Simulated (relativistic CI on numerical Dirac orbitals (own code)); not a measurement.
## Hyperfine structure of O IV, mass number 17

Computed by Dirac-Coulomb-Breit CI, orbitals from a KLI potential per configuration, model QED, valence Slater integrals scaled by 0.85, P86 correlation energy added to each configuration (own radial code, finite nucleus).

Configuration list (outside the closed core 1s2): 2s2 2p, 2s 2p2, 2p3, 2s2 3s, 2s2 3p, 2s2 3d, 2p2 3s, 2p2 3p, 2s 2p 3s, 2p2 3d, 2s2 4s, 2s2 4p, 2s 2p 3p, 2s2 4d, 2s2 4f, 2s 2p 3d. Levels of other configurations are missing.

Nuclear spin I = 5/2, μ = -1.89354 μN, Q = -0.0256 b (tables of Stone and Pyykkö). The electronic factors are computed for point nuclear moments, without core polarisation; leaving it out makes A of s and p electrons in near-neutral atoms 20 to 40 % too small, and it can dominate for d and f shells.

| Level | E (cm⁻¹) | A (MHz) | B (MHz) |
| --- | --- | --- | --- |
| 2s2 2p 2P°_1/2 | 0.0 | -1629 |  |
| 2s2 2p 2P°_3/2 | 379.4 | -365.3 | -20.1 |
| 2s 2p2 4P_1/2 | 73164.8 | -3436 |  |
| 2s 2p2 4P_3/2 | 73292.5 | -1608 | -16.4 |
| 2s 2p2 4P_5/2 | 73469.3 | -1629 | 20.5 |
| 2s 2p2 2D_5/2 | 128001.5 | -1788 | -40 |
| 2s 2p2 2D_3/2 | 128017.6 | 585.4 | -28 |
| 2s 2p2 2S_1/2 | 160497.8 | -6536 |  |

Levels with J = 0, under 50 % of one LS term, or S terms without an open s electron are left out. Small factors come from cancelling terms and can be off by tens of per cent or more.

Correlation outside the listed configurations is missing or only estimated: errors of thousands of cm⁻¹ between configurations and terms are usual at this charge. Rates and lifetimes follow the computed energies and can be off by large factors. The fine structure of a lone outer electron comes out too small, for d and f at times inverted, and misplaced configurations move strength between like terms. 42 of the 55 excited levels that our extract of the measured tables holds in this range could be paired (the sources list more); they are missed by 2624 cm⁻¹ on average and 15634 at most, and levels without a partner can miss by more.

Give the hyperfine levels of 2s2 2p 2P°_1/2 relative to its centre of gravity.

With K = F(F + 1) − I(I + 1) − J(J + 1), E = AK/2: F = 2: 2851, F = 3: -2037 MHz.

LS names give the leading component of a level, which can be under half, so a name can repeat, a term be missing and a line seem to break the LS rules.
